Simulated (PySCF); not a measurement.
# One molecule, several mistakes: AlGeH4NSi

These are calculations, not measurements. They come from PySCF 2.14.0, an open-source quantum chemistry program, on an isolated molecule that a program drew, which may never have been made. The molecule is AlGeH4NSi (charge 0, singlet), drawn as the SMILES string `[Al][N]=[GeH][SiH3]`.

Each row is a Hartree-Fock (HF) and frozen-core CCSD(T) single point in the cc-pV(D+d)Z basis, meant for a local HF minimum. Run 1 is clean. Each other run has one planted mistake out of seven kinds, and not every kind appears here: one electron removed, one electron added, multiplicity raised by two, geometry at a saddle point, minimal basis STO-3G, one bond length entered in bohr, all coordinates scaled. The reference is restricted for singlets and unrestricted otherwise, and also for a bond in bohr. Adding or removing an electron swaps singlet and doublet. Electrons count all cores. HOMO and LUMO are orbital energies over both spins, the gradient is its largest component, and the lowest frequency (negative if imaginary) is given only where the gradient is small. Bond lengths are over the 7 bonds as drawn. T1 is the CCSD diagnostic: over 0.02 (restricted) or 0.045 (unrestricted) a single reference is doubtful. Germanium has the cc-pVDZ-PP basis, with a core potential (ECP10MDF) in place of its 10 inner electrons, and its 3s, 3p and 3d shells are frozen in CCSD(T).

Geometry of the clean run:
```xyz
8
AlGeH4NSi, angstrom
Al   -2.6464    2.7418   -1.6235
N    -1.5847    1.3501   -1.3994
Ge   -0.5787    0.0314   -1.1872
Si   -0.5974   -1.9346   -2.5848
H     0.4534   -0.0023   -0.0459
H    -1.6259   -1.7683   -3.6296
H    -0.8955   -3.1125   -1.7396
H     0.7431   -2.0963   -3.1910
```

```
run,electrons,basis functions,<S^2>,HOMO (eV),LUMO (eV),gradient (hartree/bohr),lowest frequency (cm^-1),mean bond (Å),longest bond (Å),T1,HF (hartree),CCSD(T) (hartree),mistake
1,70,103,0.000,-7.53,0.70,7.7e-07,34,1.6891,2.412,0.0212,-880.98053,-881.45326,no fault
2,70,103,2.364,-5.82,-0.15,5.8e-02,-,1.6891,2.412,0.0524,-880.92166,-881.36731,multiplicity raised by two
3,71,103,0.764,-0.87,6.03,7.6e-02,-,1.6891,2.412,0.0263,-880.98139,-881.46826,one electron added
4,69,103,0.757,-13.90,-5.64,6.6e-02,-,1.6891,2.412,0.0240,-880.74034,-881.17420,?
```

**Which mistake was planted in run 4, and what did it cost?**

It counts 69 electrons, one fewer than the clean run, at the same geometry and basis. So the mistake is: one electron removed. Subtracting run 1 and multiplying by 627.51 kcal/mol a hartree, the energy moved by 150.7 kcal/mol in HF and 175.1 kcal/mol in CCSD(T).

Cautions from the logs. Run 1: T1 is over the limit, so its CCSD(T) energy is less reliable; run 2: T1 is over the limit, so its CCSD(T) energy is less reliable.
